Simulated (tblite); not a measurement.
Species: C8H6F2.
Numbering: `[CH:1]#[C:2][C@H:3]1[CH2:4][C:5](=[CH:6]\[F:7])/[C:8]1=[CH:9]/[F:10]` (hydrogens: H11 on C1; H12 on C3; H13, H14 on C4; H15 on C6; H16 on C9)

Computed with GFN2-xTB (tblite), gas phase: L-BFGS steps from a force-field or distance-geometry start until the largest atomic force falls under 0.01 eV/Å.

Step 49: E = -803.1600 eV
```
atom  x, y, z in Å  |  force x, y, z in eV/Å
C1      2.3900   -2.0697    0.5154    0.101  -0.134   0.026
C2      1.7157   -1.0832    0.5352   -0.101   0.215   0.006
C3      0.9098    0.1137    0.5652   -0.084   0.042   0.022
C4      0.7977    0.9361   -0.7480    0.057  -0.003  -0.012
C5     -0.7036    0.7899   -0.6631    0.195  -0.039  -0.012
C6     -1.7343    1.2779   -1.3354   -0.027   0.040   0.007
F7     -1.5988    2.1392   -2.3599    0.077  -0.106   0.053
C8     -0.5961   -0.0840    0.4981   -0.067   0.050  -0.089
C9     -1.4594   -0.7964    1.2042   -0.006  -0.117  -0.040
F10    -1.0640   -1.5382    2.2506   -0.023  -0.017   0.038
H11     2.9917   -2.9281    0.5326   -0.013  -0.029  -0.049
H12     1.2028    0.7223    1.4242    0.032   0.011   0.034
H13     1.2330    0.4222   -1.6035   -0.033   0.004  -0.051
H14     1.1949    1.9498   -0.7108   -0.088  -0.017   0.027
H15    -2.7676    1.0521   -1.1255   -0.073   0.020   0.009
H16    -2.5192   -0.8945    1.0095    0.053   0.079   0.031
```

Step 50: E = -803.1624 eV
```
atom  x, y, z in Å  |  force x, y, z in eV/Å
C1      2.3814   -2.0747    0.4953   -0.038   0.071   0.028
C2      1.7132   -1.0815    0.5338    0.014  -0.002   0.006
C3      0.9089    0.1179    0.5758    0.000   0.031  -0.015
C4      0.8033    0.9437   -0.7373    0.036   0.007  -0.016
C5     -0.6972    0.7880   -0.6631    0.022   0.031  -0.075
C6     -1.7306    1.2620   -1.3468    0.039  -0.036   0.107
F7     -1.5951    2.1177   -2.3750    0.059  -0.104   0.045
C8     -0.5970   -0.0761    0.5048   -0.064  -0.028  -0.051
C9     -1.4621   -0.7858    1.2136    0.038  -0.103  -0.057
F10    -1.0715   -1.5202    2.2673   -0.005   0.000   0.025
H11     2.9790   -2.9374    0.4935   -0.037   0.015  -0.039
H12     1.2074    0.7212    1.4368    0.022   0.004   0.026
H13     1.2456    0.4398   -1.5966   -0.029   0.012   0.000
H14     1.1914    1.9615   -0.6903   -0.091  -0.045   0.021
H15    -2.7643    1.0232   -1.1397    0.013   0.053  -0.020
H16    -2.5199   -0.8901    1.0165    0.022   0.094   0.016
```

Step 51: E = -803.1643 eV
```
atom  x, y, z in Å  |  force x, y, z in eV/Å
C1      2.3823   -2.0742    0.4992   -0.027   0.051   0.017
C2      1.7141   -1.0812    0.5319   -0.022   0.017   0.018
C3      0.9073    0.1171    0.5748    0.056   0.026  -0.027
C4      0.8034    0.9429   -0.7389    0.010   0.001  -0.009
C5     -0.6955    0.7861   -0.6647   -0.048   0.024  -0.044
C6     -1.7298    1.2630   -1.3441    0.031  -0.038   0.085
F7     -1.5894    2.1138   -2.3746    0.040  -0.067   0.011
C8     -0.5989   -0.0757    0.5039   -0.005  -0.077  -0.001
C9     -1.4617   -0.7889    1.2124    0.055  -0.060  -0.061
F10    -1.0739   -1.5212    2.2685    0.010   0.003   0.011
H11     2.9797   -2.9371    0.4957   -0.034   0.015  -0.035
H12     1.2097    0.7208    1.4344    0.007   0.002   0.024
H13     1.2429    0.4423   -1.6015   -0.004   0.013   0.017
H14     1.1852    1.9624   -0.6882   -0.065  -0.039   0.008
H15    -2.7644    1.0289   -1.1360    0.020   0.050  -0.021
H16    -2.5186   -0.8900    1.0159   -0.026   0.079   0.007
```

Problem. Estimate the geometry and energy of step 52. (The exact step hangs on the optimiser's Hessian estimate; all steps are aligned on step 51, rigid shifts and turns removed.)

Solution. E = -803.1660 eV, largest force 0.117 eV/Å
```
atom  x, y, z in Å  |  force x, y, z in eV/Å
C1      2.3798   -2.0750    0.4955   -0.054   0.091   0.010
C2      1.7131   -1.0803    0.5285    0.015  -0.062   0.022
C3      0.9067    0.1177    0.5758    0.080   0.024  -0.016
C4      0.8041    0.9450   -0.7363   -0.022  -0.009  -0.013
C5     -0.6935    0.7839   -0.6656   -0.080  -0.013   0.013
C6     -1.7280    1.2583   -1.3442    0.025  -0.020   0.029
F7     -1.5830    2.1017   -2.3795    0.025  -0.032  -0.013
C8     -0.6002   -0.0752    0.5048    0.073  -0.087   0.026
C9     -1.4611   -0.7901    1.2137    0.035  -0.023  -0.049
F10    -1.0767   -1.5150    2.2764    0.008   0.007  -0.019
H11     2.9760   -2.9391    0.4864   -0.041   0.030  -0.031
H12     1.2142    0.7190    1.4357   -0.014   0.000   0.020
H13     1.2447    0.4510   -1.6018    0.018   0.013   0.024
H14     1.1771    1.9661   -0.6780   -0.035  -0.012  -0.007
H15    -2.7628    1.0265   -1.1385    0.001   0.038  -0.012
H16    -2.5181   -0.8855    1.0158   -0.034   0.055   0.016
```

The energy changes by -0.0017 eV. The first-order estimate −F·Δx gives -0.0024 eV and the mean of the old and new forces, exact on a quadratic surface, -0.0017 eV. The step makes an angle of 71° with the force vector and moves no atom by more than 0.015 Å.

The cost below is that of the whole relaxation. Time: 0.84 s. Hardware: an Arm Neoverse N1 with one thread, no GPU, shared host with 64 logical CPUs at a one-minute load of 56.
